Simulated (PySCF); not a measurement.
**Relaxation of triplet TaOBr**

Level of theory: PySCF, UPBE0, basis Ta def2-TZVP with ECP60, O def2-TZVP, Br def2-TZVP (scalar-relativistic core potentials, no spin–orbit coupling, density fitting). A (50,194) grid was used.

A hand-made bent start, of Cs symmetry, held to at least that symmetry:

```xyz
3
charge 0 multiplicity 3, angstrom
Ta   -0.5224    0.0000   -0.4875
O    -2.0214    0.0000    0.5621
Br    1.6074    0.0000    1.0038
```

Optimiser trace:
```
step  E − E(last) (kJ/mol)  largest gradient (Eh/bohr)
   0                 53.69                     0.08778
   1                  3.01                     0.02767
   2                  0.24                     0.00491
   3                  0.01                     0.00089
   4                  0.00                     0.00004
```

It ends at Cs with Ta–Br 2.463 Å, Ta–O 1.700 Å; Br–Ta–O 115.9° (after a last refinement on a finer grid). A frequency run shows a minimum.

Final geometry:
Coordinates in bohr (charge 0 multiplicity 3):
```
Ta   -0.9618    0.0000   -0.8191
O    -3.7052    0.0000    0.8532
Br    2.9530    0.0000    1.6980
```

With open d or f shells other occupations or spin states may lie lower. Spin–orbit coupling, left out here, can matter for elements this heavy.

The relaxation took 24 s on 4 threads of a shared Arm Neoverse N1 host, with 119 basis functions and 5 gradients; the process peaked at 0.65 GiB.
